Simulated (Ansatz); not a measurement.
A run on B2FH6NSi (`BN(B)[SiH2]F`) with other settings.

```yaml
crystal:
  periodic: [false, false, false]
  atoms:
    - {symbol: B, position_ang: [-0.927703, -0.018190, 1.287213]}
    - {symbol: N, position_ang: [0.031400, -0.167861, 0.236356]}
    - {symbol: B, position_ang: [1.243118, -0.898377, 0.447793]}
    - {symbol: Si, position_ang: [-0.244625, 0.619823, -1.299904]}
    - {symbol: F, position_ang: [0.362000, 2.094359, -1.245800]}
    - {symbol: H, position_ang: [-0.729051, -0.545655, 2.339730]}
    - {symbol: H, position_ang: [-1.913414, 0.633760, 1.092564]}
    - {symbol: H, position_ang: [2.046044, -0.970304, -0.438048]}
    - {symbol: H, position_ang: [1.432761, -1.423299, 1.503096]}
    - {symbol: H, position_ang: [0.461903, -0.119718, -2.365016]}
    - {symbol: H, position_ang: [-1.697234, 0.738463, -1.537482]}
basis:
  gaussian: {orbitals: aug-cc-pVDZ}
total_charge: 1
magnetization: {spin_polarized: false, initial_magnetization: 1}
hamiltonian: {xc: {name: wB97}}
output: {forces: true}
```

```sh
$ ansatz run in.yaml --threads 4 --pin off --events-out ev --progress --plain --max-ram 10444MiB
```

Shortened log:

```
Functional definition: wB97
1529 factors; their error is unknown
833 factors; integrals over basis functions are off by at most 7.0e-6 eV
mean field evaluation 1: about -13512.0330 eV, gradient 8.3e1 eV
mean field evaluation 2: about -13503.2626 eV, gradient 1.0e2 eV
mean field evaluation 4: about -13524.9597 eV, gradient 3.1e0 eV
mean field evaluation 8: about -13525.0151 eV, gradient 4.7e-1 eV
mean field evaluation 16: about -13524.9550 eV, gradient 5.8e-3 eV
mean field -13525.06041402 eV, -497.0368025999 hartree, gradient 4.0e-6 eV, S^2 0.750000; 7 other end points of the search recorded, 0 dependent functions left out
reference -13525.06039620 eV, -497.0368019450 hartree; 23, 22 occupied and 150, 151 virtual orbitals, 1529 factors
Total energy: -13525.06039620 eV, -497.0368019450 hartree
Atom 0 at    -0.927703    -0.018190     1.287213 Å, force    -0.736967     1.261351    -1.977483 eV/Å
Atom 1 at     0.031400    -0.167861     0.236356 Å, force     1.008382    -2.768330     5.497748 eV/Å
Atom 2 at     1.243118    -0.898377     0.447793 Å, force    -0.003221     0.968945    -2.265309 eV/Å
Atom 3 at    -0.244625     0.619823    -1.299904 Å, force    -1.150738     0.896912    -3.935478 eV/Å
Atom 4 at     0.362000     2.094359    -1.245800 Å, force     0.528901     0.868009     0.481090 eV/Å
Atom 5 at    -0.729051    -0.545655     2.339730 Å, force     0.129685    -0.325840     0.539751 eV/Å
Atom 6 at    -1.913414     0.633760     1.092564 Å, force    -0.346381     0.069339     0.417452 eV/Å
Atom 7 at     2.046044    -0.970304    -0.438048 Å, force     0.469383    -0.263285     0.102999 eV/Å
Atom 8 at     1.432761    -1.423299     1.503096 Å, force     0.049377    -0.294827     0.573424 eV/Å
Atom 9 at     0.461903    -0.119718    -2.365016 Å, force     0.198599    -0.274462     0.216485 eV/Å
Atom 10 at    -1.697234     0.738463    -1.537482 Å, force    -0.147018    -0.137812     0.349322 eV/Å
Dipole moment:    -0.081661    -0.868661     0.688024 e Å
```

Run time 46 s (4 threads of an Arm Neoverse V2 on a shared host); peak host memory 0.89 GiB.
